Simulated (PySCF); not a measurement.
**Computed properties of Sn(H)(F)(NH2)2 (FH5N2Sn), SMILES [NH2][SnH]([NH2])[F]**

Sn(H)(F)(NH2)2 (FH₅N₂Sn), SMILES [NH2][SnH]([NH2])[F]. Coordinates come from a B3LYP-D3(BJ)/def2-SVP optimisation. The structure was generated by enumeration; whether it is a known compound was not checked. The def2 effective core potentials stand for the cores of Sn; spin–orbit coupling is left out. The values are those of a single conformer. All values are computed for the isolated molecule unless a solvent is named; none is compared with measurement here.

**Structure.** All 21 harmonic modes at B3LYP-D3(BJ)/def2-SVP (PySCF) are real, so it is a minimum. With heavy atoms numbered as in [SnH:1]([NH2:2])([NH2:3])[F:4], the shortest bond between them is Sn1–F4 at 1.965 Å and the longest Sn1–N2 at 2.035 Å.

**Vibrations.** The strongest infrared lines (harmonic, unscaled, degenerate partners summed) lie at 540 cm⁻¹ (157 km/mol, H 64 %, N 29 %), 531 cm⁻¹ (149 km/mol, N 59 %, H 36 %), 1949 cm⁻¹ (120 km/mol, H 99 %). The softest mode is at 98 cm⁻¹ and the zero-point energy is 36.8 kcal/mol.

**Electronic structure.** PBE0/def2-TZVP (PySCF) places the frontier levels at -7.71 and -0.71 eV, a gap of 7.00 eV, and gives a dipole moment of 1.25 D and a mean polarisability of 51.9 bohr³. PBE/def2-TZVP (PySCF) at the same geometry gives -6.24 and -1.66 eV, so its gap is 2.42 eV narrower. An orbital gap is neither the optical nor the fundamental gap.

**Excitations.** TDA-PBE0/def2-SVPD (PySCF) has S1 at 5.81 eV (213 nm, f = 0.046, weak); the most intense of the 10 singlets computed lies at 6.12 eV (f = 0.11). T1 (TDA) is at 5.07 eV, 0.74 eV under S1. TDA-PBE/def2-SVPD (PySCF) puts S1 at 4.97 eV. No vertical singlet excitation falls in the visible range (under 3.1 eV).
